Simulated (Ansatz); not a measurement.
**Swapping F for Cl on Ge: the atomisation energy**

On one Ge centre, n of the F ligands are replaced by Cl. The atomisation energy (no zero-point term) y in kJ/mol at CCSD(T)/def2-TZVPP. Shapes, held fixed at every level: PBE0-D4/def2-TZVP. Programs: Ansatz 0.2.0.

| molecule | n | y (kJ/mol) |
| --- | --- | --- |
| GeF4 | 0 | 1888 |
| GeClF3 | 1 | 1757 |
| GeCl3F | 3 | ? |
| GeCl4 | 4 | 1358 |

Task: Fit y = c + s·n to the known rows and predict GeCl3F.

Result: 
1. Means of the 3 rows: n = 1.66667, y = 1667.7.
2. Σ(Δn)² = 8.6667, Σ(Δn·Δy) = -1149.3, so the slope is -1149.3/8.6667 = -132.61.
3. Intercept: 1667.7 − (-132.61) × 1.66667 = 1888.7. The largest residual of the fit is 0.9.
4. GeCl3F: 1888.7 + (-132.61) × 3 = 1491 kJ/mol.

The run gave 1491 kJ/mol, so the prediction is off by 0 kJ/mol: they agree to the digits shown. The steps are nearly additive. The slope is the difference between a Ge–Cl and a Ge–F bond. Other levels give for GeCl3F: HF/def2-TZVPP 1069; B3LYP-D4/def2-TZVPP 1484; BHLYP-D4/def2-TZVPP 1433 kJ/mol. Spin-orbit coupling of the free atoms (F 2, Cl 4 kJ/mol each; the atoms kept shift only the intercept) is left out. Relativity is left out for Ge unless named. Correlated rows may include outer-core shells of Ge, which these sets cover unevenly.
